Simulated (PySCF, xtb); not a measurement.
C3H3BFNO, SMILES C1=NB(F)OC=C1.

GFN2-xTB in xtb at its own geometry gives an orbital gap of 2.24 eV and a dipole moment of 4.53 D.

Coordinates come from a B3LYP-D3(BJ)/def2-SVP optimisation. This is a generated structure with no PubChem entry under its InChIKey; it may be hypothetical.

What does r2SCAN/def2-TZVP run with PySCF give? (Estimate from the structure and the level; the computed values follow.)

gap 3.55 eV (levels -6.29 and -2.74 eV), dipole 4.04 D.
